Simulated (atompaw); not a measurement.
Logarithmic derivatives: S (Z = 16), PAW (atompaw)

atompaw 4.2.0.5 input, output lines left out:

```
S 16
GGA-PBE scalarrelativistic loggrid 1500 logderivrange -4 5 226
3 3 0 0 0 0
3 1 3.5
0 0 0
c
c
v
c
v
1
1.60 1.30 1.25 0.95
y
-0.85
n
y
-0.4
n
custom rrkj gramschmidtortho sinc
bessel
1.60
1.60
1.20
1.20
```

The phase is arctan(r·u′/u) with u = r·R(r), unwrapped; energies in Ry, scanned from -4 to 5 Ry. A pole is an energy at which the radial function vanishes at the test radius. The pseudo phase is shifted by a multiple of π to meet the all-electron one at the reference energy, and phase errors are pseudo minus all-electron; the curves can meet again beyond the range given. Levels narrower than the energy grid can be missing from the lists of poles.

For each channel, where are the poles, and over which energies does the pseudopotential scatter like the atom?

| channel | radius (bohr) | reference energy (Ry) | poles, all-electron | poles, pseudo | unbroken range about the reference energy with phases within 0.05 rad | phase error 1 Ry above the reference energy (rad) |
| --- | --- | --- | --- | --- | --- | --- |
| s | 1.60 | -1.63 | 2.73 | 2.71 | the whole range | +0.000 |
| p | 1.60 | -0.86 | 3.87 | 3.28, 4.67 | below 3.4 | -0.000 |

Phases in the p channel:

```tsv
E (Ry)	all-electron	pseudo
-4.00	1.145	1.144
-3.52	1.096	1.095
-3.04	1.030	1.029
-2.56	0.935	0.935
-2.08	0.794	0.794
-1.60	0.568	0.568
-1.12	0.206	0.206
-0.64	-0.279	-0.279
-0.16	-0.717	-0.717
0.32	-1.007	-1.007
0.80	-1.186	-1.186
1.28	-1.303	-1.304
1.76	-1.384	-1.386
2.24	-1.443	-1.448
2.72	-1.490	-1.500
3.20	-1.527	-1.557
3.68	-1.559	-2.297
4.16	-1.587	-4.664
4.64	-1.613	-4.711
```
